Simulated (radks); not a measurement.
Effect of the nuclear size on the indium ion In43+, [He] 2s2 2p2. Method: Dirac Kohn-Sham, PBE, spin-unpolarised, spherical densities, finite nucleus; open shells fill j = l - 1/2 first; Fermi nuclear charge, rms radius 4.6156 fm; computed with a radial shooting solver on a logarithmic mesh with Libxc functionals. The rms radius is varied about that value; shifts are against it.

| rms radius (fm) | total energy shift (eV) | density at nucleus (e/bohr^3) | 1s1/2 shift (meV) | 2s1/2 shift (meV) | 2p1/2 shift (meV) | 3s1/2 (empty) shift (meV) | 3p1/2 (empty) shift (meV) |
|---|---|---|---|---|---|---|---|
| 3.8956 | -1.04 | 1.775e+05 | -443 | -56.3 | 1.49 | -15.9 | 0.333 |
| 4.3433 | -0.411 | 1.747e+05 | -175 | -22.3 | 0.590 | -6.27 | 0.132 |
| 4.6156 | 0 | 1.731e+05 | 0.000 | 0.000 | 0.000 | 0.000 | 0.000 |
| 5.0495 | 0.699 | 1.708e+05 | 298 | 37.9 | -1.00 | 10.7 | -0.224 |
| 5.1418 | 0.854 | 1.704e+05 | 364 | 46.3 | -1.23 | 13.0 | -0.273 |

Slopes of the eigenvalues against <r^2> in GHz/fm^2, as finite differences over the two radii next to the reference (eigenvalue slopes, not the field-shift constants of lines): 1s1/2 17200, 2s1/2 2190, 2p1/2 -58.1, 3s1/2 (empty) 617, 3p1/2 (empty) -13.0.
